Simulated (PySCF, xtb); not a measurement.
C4H4, SMILES C12C3C1C23.

Harmonic wavenumbers (cm⁻¹) from GFN2-xTB run with xtb at its own minimum, in rising order: 770, 771, 786, 787, 787, 807, 808, 808, 934, 935, 1191, 1191, 1191, 1582, 3291, 3292, 3293, 3317.

Problem. What does PBE-D3(BJ)/def2-SVP (PySCF) give at its own minimum? (An estimate is asked for; the answer gives what the named calculation found.)

Solution. 563, 563, 753, 753, 753, 852, 852, 871, 871, 871, 1151, 1151, 1151, 1462, 3277, 3277, 3277, 3315. Paired by order, the mean absolute difference is 60 cm⁻¹ and the zero-point energies are 37.9 and 36.8 kcal/mol.
